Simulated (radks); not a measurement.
Q: These are the eigenvalues of the occupied orbitals of an atom or ion with whole-number occupations (eV). Method: non-relativistic Kohn-Sham, r2SCAN, spin-polarised, spherical densities, point nucleus; meta-GGA in the generalised Kohn-Sham scheme; computed with a radial shooting solver on a logarithmic mesh with Libxc functionals.

1s up: -3136.357
1s down: -3136.056
2s up: -314.3073
2s down: -314.1697
2p up: -247.2660
2p down: -246.9536
3s up: -38.2893
3s down: -36.7916
3p up: -23.2101
3p down: -21.8183

Which element is it, and in what charge state? The configuration may be excited. Open shells, if any, are filled with parallel spins first.

A: Z = 18, argon, charge +1: Ar+ in [Ne] 3s2 3p5. The list shows which subshells hold electrons but not how many an open one holds; the 1s level, -115.26 hartree, gives Z - s = 15.2 by -(Z - s)^2/2, which with screening narrows Z to a few neighbours, and the depths of the outer levels then fix element, charge and occupations together.
